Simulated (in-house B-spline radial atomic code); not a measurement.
Configurations of the calcium ion Ca⁶⁺, with energies counted from [Ne] 3s2 3p2. Method: scalar-relativistic (X2C) HSE06, spin-polarised, spherical fractional occupations, exact exchange averaged over the configuration, Fermi nucleus of rms radius 3.4776 fm. Calculated with a B-spline radial code for spherical atoms. Shells without spins written out take the highest spin.

Occupations are held fixed; configurations that lie above the ionisation limit could autoionise.

| configuration | E - E(ref) (eV) | highest orbital | its <r> (bohr) |
| --- | --- | --- | --- |
| [Ne] 3s2 3p1 4d1 | 78.03 | 4d up | 2.508 |
| [Ne] 3s2 3p1 4f1 | 83.563 | 4f up | 2.369 |
| [Ne] 3s1 3p2 4f1 | 98.731 | 4f up | 2.341 |
| [He] 2s2 2p5 3s2 3p3 | 335.3 | 3p up | 1.035 |
| [He] 2s2 2p5 3s2 3p2 3d1 | 367.36 | 3d up | 1.042 |
| [He] 2s2 2p5 3s2 3p2 4d1 | 419.33 | 4d up | 2.416 |

(1) Order these further configurations by energy, lowest first.
A. [Ne] 3s2 3p1 4s1
B. [Ne] 3s2 3p1 3d1
C. [Ne] 3s1 3p2 4d1
D. [He] 2s2 2p5 3s2 3p2 4s1
E. [Ne] 3s1 3p2 4s1

(2) How far above the reference does [Ne] 3s1 3p2 3d1 lie?

Answers

(1) B (31.406 eV), A (60.64 eV), E (75.757 eV), C (93.288 eV), D (401.8 eV).

(2) 45.114 eV; its least bound orbital is 3d up with <r> = 1.108 bohr.
